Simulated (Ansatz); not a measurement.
Species: CHF (charge 0, singlet). 
Geometry from a B3LYP-D3(BJ)/def2-TZVP (Ansatz, a program for electronic structure) optimisation:
```
C
F 1 1.3097
H 1 1.1236 2 102.28
```
Charge 0, spin multiplicity 1.

Basis-set convergence of Hartree-Fock and CCSD correlation energies (hartree) with Ansatz. Correlated levels leave the core frozen unless marked. No spin-orbit coupling. No relativistic terms.

The Hartree-Fock reference is unstable (checked in the largest basis), which strains HF and MP2. 

| basis | functions | E(HF) | E(corr, CCSD) |
|---|---|---|---|
| aug-cc-pVDZ | 55 | -137.77565 | -0.33914 |
| aug-cc-pVTZ | 115 | -137.81336 | -0.41187 |
| aug-cc-pVQZ | 206 | -137.82262 | -0.43657 |

Extrapolating the two largest sets (X = 3 and 4) as X^-3: E(corr) = (64·(-0.43657) - 27·(-0.41187))/37 = -0.4546 Eh, an estimate of the basis-set limit. The largest set recovers 96.0 % of it, the smallest 74.6 %.
